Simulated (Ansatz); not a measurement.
All values below come from frozen-core CCSD(T)/cc-pVTZ // B3LYP-D3(BJ)/def2-TZVP (Ansatz, an electronic-structure program).

Ansatz 0.2 input:
```yaml
crystal:
  periodic: [false, false, false]
  atoms:
    - { symbol: C, position_ang: [-0.758455, -1.165849, 0.297434] }
    - { symbol: C, position_ang: [-0.037607, -0.046042, -0.443778] }
    - { symbol: C, position_ang: [-0.211918, 1.297588, 0.269454] }
    - { symbol: N, position_ang: [1.363418, -0.435456, -0.642903] }
    - { symbol: H, position_ang: [-0.336763, -1.293647, 1.299217] }
    - { symbol: H, position_ang: [-1.820344, -0.941879, 0.411151] }
    - { symbol: H, position_ang: [-0.653185, -2.109783, -0.237195] }
    - { symbol: H, position_ang: [-0.477545, 0.038649, -1.443115] }
    - { symbol: H, position_ang: [0.300488, 2.096136, -0.271914] }
    - { symbol: H, position_ang: [-1.26621, 1.572749, 0.355529] }
    - { symbol: H, position_ang: [0.207475, 1.251463, 1.278713] }
    - { symbol: H, position_ang: [1.819572, -0.559865, 0.255868] }
    - { symbol: H, position_ang: [1.871074, 0.295936, -1.12846] }
basis:
  gaussian: { orbitals: cc-pVTZ }
correlation:
  method: ccsd_t
```

Output:

```
Functional definition: HF
1379 factors; integrals over basis functions are off by at most 9.4e-4 eV
mean field evaluation 1: about -4713.2394 eV, gradient 3.9e1 eV
mean field evaluation 2: about -4713.4178 eV, gradient 3.9e1 eV
mean field evaluation 4: about -4717.1630 eV, gradient 3.9e0 eV
mean field evaluation 8: about -4717.2129 eV, gradient 2.0e-1 eV
mean field evaluation 16: about -4713.2399 eV, gradient 3.9e1 eV
mean field -4717.21304946 eV, -173.3543821259 hartree, gradient 2.2e-6 eV, S^2 0.000000; 0 other end points of the search recorded, 0 dependent functions left out
4 core orbitals not correlated
reference -4717.21304946 eV, -173.3543821259 hartree; 13, 13 occupied and 229, 229 virtual orbitals, 1379 factors
second order -20.53955596 eV of doubles, -0.00000000 eV of singles
cycle   1  -21.18229082 eV  change   -6.4e-1 eV  update   8.1e-2
cycle   2  -21.66234553 eV  change   -4.8e-1 eV  update   2.3e-2
cycle   3  -21.73122682 eV  change   -6.9e-2 eV  update   8.7e-3
cycle   4  -21.72907583 eV  change    2.2e-3 eV  update   2.0e-3
cycle   5  -21.72973678 eV  change   -6.6e-4 eV  update   7.9e-4
cycle   6  -21.72998396 eV  change   -2.5e-4 eV  update   2.4e-4
cycle   7  -21.72992839 eV  change    5.6e-5 eV  update   1.1e-4
cycle   8  -21.72992417 eV  change    4.2e-6 eV  update   4.4e-5
cycle   9  -21.72992591 eV  change   -1.7e-6 eV  update   1.5e-5
perturbative correction -0.82436095 eV, -0.0302947060 hartree
Total energy: -4739.76733632 eV, -174.1832368799 hartree
```

Cost: very roughly 16 core-minutes.
